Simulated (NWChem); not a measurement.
System: bromine (Br$_{2}$); SMILES BrBr

The following NWChem deck was run.

```
start job
memory heap 200 mb stack 900 mb global 1100 mb
geometry units angstroms noautosym nocenter noautoz
  Br     0.000000     0.000000     1.149184
  Br     0.000000     0.000000    -1.149184
end
basis spherical
  * library 6-31g*
end
dft
  xc xpbe96 cpbe96
  iterations 150
end
cosmo
  do_cosmo_smd true
  solvent cychexon
end
task dft energy
```

The geometry was optimised at PBE0/def2-SVP. Solvent: cyclohexanone.

Level: PBE/6-31G* with SMD (1 M gas to 1 M solution), gas-phase geometry.

Task: Predict the main results of this run. (PBE/6-31G* (spherical d), SMD on the gas-phase geometry.) Quantities: solvation free energy (kcal/mol); cavity-dispersion-structure term (kcal/mol).

Result: 
```json
{
  "solvation free energy (kcal/mol)": "-3.5",
  "cavity-dispersion-structure term (kcal/mol)": "-3.3"
}
```
